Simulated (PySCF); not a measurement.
**[Pr(NH3)3]3+ relaxed at several levels**

Computed with PySCF 2.14.0, def2-SVP on the ligands, density fitting, scalar-relativistic core potentials, no spin-orbit coupling, vacuum. Each row is relaxed at its own level from the same template. Distances are means of the shortest metal–ligand contacts, charges and spins Mulliken's; removal energies are rigid, with the ligand's formal charge and no counterpoise, so too large; for an anion taken off a cation in vacuum most of it is the attraction of opposite charges, and multiply charged cations can part far more cheaply with an electron moved from ligand to metal. lcecp potentials hold a fixed number of 4f electrons in the core, out of states, spins and gaps.

```json
{"level": "PBE0", "basis on the metal": "lcecp-1-SVP with ECP48", "point group": "C3", "M–NH3 (Å)": "2.511", "charge on M (e)": "1.90", "removal of one NH3 (eV)": "3.73", "strongest infrared band, degenerate modes summed (cm⁻¹)": "–", "unstable modes (below −25 cm⁻¹)": "3 (soft)"}
```

Problem. What does the calculation give for BP86, lcecp-1-SVP with ECP48?

Solution. point group: C3, M–NH3 (Å): 2.525, charge on M (e): 1.79, removal of one NH3 (eV): 3.73, strongest infrared band, degenerate modes summed (cm⁻¹): 3230, unstable modes (below −25 cm⁻¹): 0.
```xyz
13

Pr    0.0000    0.0000    0.7302
N     2.4202   -0.0006    0.0104
H     3.1007   -0.2627    0.7622
H     2.6742   -0.6544   -0.7661
H     2.7945    0.9163   -0.3273
N    -1.2096    2.0962    0.0104
H    -1.3228    2.8166    0.7622
H    -0.7704    2.6431   -0.7661
H    -2.1907    1.9620   -0.3273
N    -1.2106   -2.0957    0.0104
H    -1.7779   -2.5539    0.7622
H    -1.9038   -1.9887   -0.7661
H    -0.6037   -2.8782   -0.3273
```

Members with unstable modes aren't minima as they stand: saddle points kept by symmetry or, where the modes are soft, flat surfaces and noise. Moved off a saddle point of the template and relaxed again: BP86, PBE0. One start shape was tried for each, so a minimum needn't be the lowest isomer.
